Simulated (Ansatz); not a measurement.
Process, species as SMILES: FC(F)(F)C(F)(F)C(F)(F)F [1,1,1,2,2,3,3,3-octafluoropropane] + 9 C (CH4) → 2 CC (C2H6) + 8 CF (CH3F) [fluoromethane]
Structures are relaxed separately at B3LYP-D3(BJ)/def2-TZVP in Ansatz (a first-principles code), one conformer each, not searched for the lowest.

Property: bond separation energy (electronic energy difference), in kJ/mol. Correlated levels leave the core frozen unless marked. Spin-orbit coupling is left out. Non-relativistic. CBS(X,Y): correlation extrapolated as X^-3; Hartree-Fock from the larger set. [CCSD(T)-MP2]/basis is that difference in the basis named.

RI-MP2/CBS(cc-pVTZ,cc-pVQZ)+[CCSD(T)-MP2]/cc-pVTZ (Ansatz) gives 327.5 kJ/mol.

Question: Another calculation gave 304.3 kJ/mol. Which level was it?
A) r2SCAN/def2-TZVPD (Ansatz)
B) B3LYP/def2-TZVPD (Ansatz)
C) CAM-B3LYP/def2-TZVPD (Ansatz)
D) wB97M-V/def2-TZVPD (Ansatz)

Answer: C, CAM-B3LYP/def2-TZVPD (Ansatz). The others give 278.8 (B3LYP), 371.7 (r2SCAN), 336.5 (wB97M-V) kJ/mol.
